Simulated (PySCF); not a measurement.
C₆ coefficients of unlike pairs at PBE0

Calculated with PySCF 2.14 from the dipole response of each species, C₆(A,B) = (3/π) ∫ α_A(iu) α_B(iu) du, in atomic units, from isotropic polarisabilities. For ions this is the dispersion term alone; charge-induced terms of lower order in 1/R come first.

| species | configuration | basis | relativity | α (bohr³) | C₆ (like pair) |
| --- | --- | --- | --- | --- | --- |
| Ga | [Ar] 3d10 4s2 4p1 (2P) | def2-QZVPPD (12s7p5d4f1g) | none | 57.17 | 487.3 |
| Cl⁺ | [Ne] 3s2 3p4 (3P) | aug-cc-pwCVTZ (8s7p5d3f) | none | 8.692 | 41.16 |
| Al²⁺ | [Ne] 3s1 (2S) | aug-cc-pwCVTZ (8s7p5d3f) | none | 14.08 | 38.41 |
| Sb | [Kr] 4d10 5s2 5p3 (4S) | x2c-QZVPPall with one added diffuse shell each of s, p, d, f type (14s10p8d5f1g) | spin-free X2C | 45.67 | 503.0 |

Q: Estimate C₆ for Cl⁺ with Ga.

A: The integral gives 122.9. The combination rule 2 C_A C_B / (C_A α_B/α_A + C_B α_A/α_B) gives 116.3 and the geometric mean 141.6.

No spin-orbit coupling is included.

The other pairs:

```json
{"pair": "Sb, Al²⁺", "C₆": "137.8"}
{"pair": "Sb, Cl⁺", "C₆": "135.8"}
{"pair": "Al²⁺, Ga", "C₆": "136.2"}
{"pair": "Al²⁺, Cl⁺", "C₆": "35.54"}
{"pair": "Sb, Ga", "C₆": "485.2"}
```
